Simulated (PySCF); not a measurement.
Compound: C4H8FPS.
Atom-mapped SMILES: `[CH3:1][S:2][CH2:3]/[P:4]=[C:5](\[CH3:6])[F:7]` (hydrogens: H8, H9, H10 on C1; H11, H12 on C3; H13, H14, H15 on C6)

Method: core-valence-separated Tamm–Dancoff BHandHLYP/aug-pcX-1 (pcseg-1 on H, def2-SVPD on P, def2-SVPD on S) in PySCF, non-relativistic, gas phase, PBE0-D3(BJ)/def2-SVP geometry.

Computed carbon K-edge spectrum, Gaussian lines of 0.5 eV full width, highest printed point 100; it ends one width below the last computed root. BHandHLYP without relativity tends to put these K edges a few eV too low, so spacings mean more than positions.

```
photon energy (eV)  absorption
             283.1           0
             283.2           2
             283.3           5
             283.4          12
             283.5          22
             283.6          34
             283.7          41
             283.8          40
             283.9          31
             284.0          20
             284.1          10
             284.2           4
             284.3           1
             284.4           0
             284.5           0
             284.6           1
             284.7           2
             284.8           3
             284.9           6
             285.0           9
             285.1          13
             285.2          16
             285.3          21
             285.4          25
             285.5          27
             285.6          25
             285.7          21
             285.8          16
             285.9          12
             286.0          12
             286.1          15
             286.2          22
             286.3          36
             286.4          54
             286.5          75
             286.6          91
             286.7         100
             286.8          99
             286.9          90
             287.0          76
             287.1          59
             287.2          42
```

Q: Assign the maxima to core holes.

A: 3 maxima:
- 283.7 eV: C5 (carbon bonded to C, F and P), 283.74 eV, f = 0.074, 1s→π*, 100 % of the height at the exact maximum
- 285.5 eV: C1 (S-methyl carbon), 285.51 eV, f = 0.043, 90 % of the height at the exact maximum
- 286.7 eV: C3 (sp3 carbon bound to sulfur), 286.69 eV, f = 0.042, 23 % of the height at the exact maximum; C1 (S-methyl carbon), 286.83 eV, f = 0.031, 16 % of the height at the exact maximum; C6 (methyl carbon), 286.65 eV, f = 0.030, 16 % of the height at the exact maximum; C3 (sp3 carbon bound to sulfur), 286.55 eV, f = 0.041, 15 % of the height at the exact maximum

Further lines of some strength in the range: C3, 285.10 eV, f = 0.016; C6, 285.92 eV, f = 0.008; C3, 286.26 eV, f = 0.011; C1, 286.47 eV, f = 0.017; C6, 286.88 eV, f = 0.028.

Roots within 0.03 eV on the same or equivalent atoms count as one line; shares under 12 % aren't listed.

Vibrational structure and lifetime widths aren't in the curve. The ionisation threshold wasn't computed; near and above it a finite basis only mimics Rydberg series and continuum.

The run took 48 s on one thread, Arm Neoverse N1 (aarch64), shared host, and the process peaked at 0.94 GiB of memory.

The values belong to the conformer `[CH3:1][S:2][CH2:3]/[P:4]=[C:5](\[CH3:6])[F:7]`: C1–S2–C3–P4 -53°, S2–C3–P4–C5 -69°.
